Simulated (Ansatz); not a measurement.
disilazane cation (H7NSi2), SMILES [SiH3]N[SiH3] (connectivity only; charge and spin as stated), charge +1, multiplicity 2.

Coordinates come from a B3LYP-D3(BJ)/def2-SVP optimisation. The multiplicity is an assumed one; other spin states were not compared.

Two levels are set side by side: PBE/def2-SVPD (Ansatz, a quantum-chemistry and plane-wave program) and CAM-B3LYP/def2-SVPD (Ansatz). Energy differences of separate SCF runs at the same geometry; the states with an electron removed or added have multiplicity 1 and 1. Differences are taken from unrounded values.

```
quantity                         CAM-B3LYP    PBE  PBE minus CAM-B3LYP
-------------------------------  ---------  -----  -------------------
vertical ionisation energy (eV)      16.94  15.87                -1.07
vertical electron affinity (eV)       8.69   8.49                -0.20
```
